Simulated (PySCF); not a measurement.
PySCF input for AlH6NO2Si, SMILES [Al]([SiH2]N)([OH])[OH], IEF-PCM-M06-2X/def2-SVP. Geometry optimised at B3LYP-D3(BJ)/def2-SVP. The structure was generated by enumeration; whether it is a known compound was not checked. One conformer was computed; it need not be the lowest.

```python
import numpy as np
from pyscf import gto, scf, dft
from pyscf.solvent import pcm

mol = gto.M(
    atom='''
    Si   -1.29298809   -0.76320960    0.41623751
    N    -2.34615963    0.62084752    0.24738426
    Al    0.92225084    0.05185453   -0.14409188
    O     2.32795766   -0.71336069    0.44233363
    O     0.94115340    1.42330143   -1.16340541
    H    -1.37896980   -1.25317066    1.82726199
    H    -1.65263925   -1.96142314   -0.42520304
    H    -3.34433490    0.52550554    0.41548239
    H    -2.17759883    1.24737174   -0.53475833
    H     3.25524030   -0.50613440    0.30303114
    H     1.68110357    1.93321770   -1.50306062
    ''',
    basis='def2-SVP',
    charge=0,
    spin=0,
    max_memory=1600,
    verbose=3,
)
mf = dft.RKS(mol, xc='m06-2x').density_fit(auxbasis='def2-universal-jkfit')
mf.grids.level = 4
mf.conv_tol = 1e-9
mf.max_cycle = 100
mf.kernel()
res = {}
for name, eps in {'water': 78.355, 'acetonitrile': 35.688, 'ethylethanoate': 5.9867}.items():
    s = mf.PCM()
    s.with_solvent.method, s.with_solvent.eps, s.with_solvent.lebedev_order = 'IEF-PCM', eps, 29
    s.kernel(mf.make_rdm1())
    res[name] = (s.e_tot, eps, s.dip_moment(), s.mo_energy, s.converged)
    print(f'{name}: electrostatic solvation free energy {(s.e_tot - mf.e_tot) * 627.509474:.3f} kcal/mol')
```

Log of the run:

```
converged SCF energy = -740.41234352701

WARN: PCM is an experimental feature. It is still in testing.
Features and APIs may be changed in the future.

converged SCF energy = -740.428784171603
Dipole moment(X, Y, Z, Debye):  1.89755,  1.81929, -1.73822
water: electrostatic solvation free energy -10.317 kcal/mol

WARN: PCM is an experimental feature. It is still in testing.
Features and APIs may be changed in the future.

converged SCF energy = -740.428361018257
Dipole moment(X, Y, Z, Debye):  1.88803,  1.81073, -1.72732
acetonitrile: electrostatic solvation free energy -10.051 kcal/mol

WARN: PCM is an experimental feature. It is still in testing.
Features and APIs may be changed in the future.

converged SCF energy = -740.424888053647
Dipole moment(X, Y, Z, Debye):  1.80968,  1.73847, -1.64194
ethylethanoate: electrostatic solvation free energy -7.872 kcal/mol
```

The calculation finished and met its thresholds.
